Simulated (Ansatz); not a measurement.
C6H11F, SMILES `FC1CCCCC1`, 18 atoms. Total charge 0; spin multiplicity 1. Hardware: A = 2 threads of an AMD EPYC 7R13 on a shared host; B = 2 threads of an AMD EPYC 7R13 on a shared host and a share of an NVIDIA H100 80 GB. Correlated methods freeze the cores. Open-shell runs search over several starts.

Problem. Give the basis size and wall time and peak host memory of each of these runs in Ansatz. UKS B2PLYP (frozen core)/def2-TZVPP energy of the cation [B]; RKS CAM-B3LYP-D4/def2-TZVPP energy [B]; RKS ωB97M-V/def2-QZVPP energy [B]; RKS PBE-D4/def2-TZVPP energy and forces [B]; UKS r2SCAN-D4/def2-TZVPP energy of the cation [B]; RKS PBE0-D4/def2-SVP energy [A]; UKS PBE-D4/def2-TZVPP energy of the cation [B]; UHF-MP2/def2-QZVPP energy of the cation [B]; UKS ωB97X-V/def2-TZVPP energy of the cation [B]; RKS PBE0-D4/def2-TZVP relaxation (5 steps) [B]; UKS ωB97M-V/def2-TZVPP energy of the cation [B]; RHF-MP2/def2-QZVPP energy [B]. (Estimate.)

Solution. Computed: Other jobs shared the machine, so times are rough.

```csv
level,job,functions,wall time,peak host memory (GiB)
RKS PBE0-D4/def2-SVP,energy [A],153,3.3 s,0.75
RKS CAM-B3LYP-D4/def2-TZVPP,energy [B],371,5.5 s,0.91
RKS PBE-D4/def2-TZVPP,energy and forces [B],371,5.5 s,0.89
RKS ωB97M-V/def2-QZVPP,energy [B],729,9 s,1.4
RHF-MP2/def2-QZVPP,energy [B],729,14 s,1.4
UKS B2PLYP (frozen core)/def2-TZVPP,energy of the cation [B],371,17 s,1.9
UKS ωB97X-V/def2-TZVPP,energy of the cation [B],371,20 s,1.2
UKS PBE-D4/def2-TZVPP,energy of the cation [B],371,22 s,1
RKS PBE0-D4/def2-TZVP,relaxation (5 steps) [B],283,22 s,0.91
UHF-MP2/def2-QZVPP,energy of the cation [B],729,38 s,1.5
UKS r2SCAN-D4/def2-TZVPP,energy of the cation [B],371,43 s,1.1
UKS ωB97M-V/def2-TZVPP,energy of the cation [B],371,51 s,1.2
```
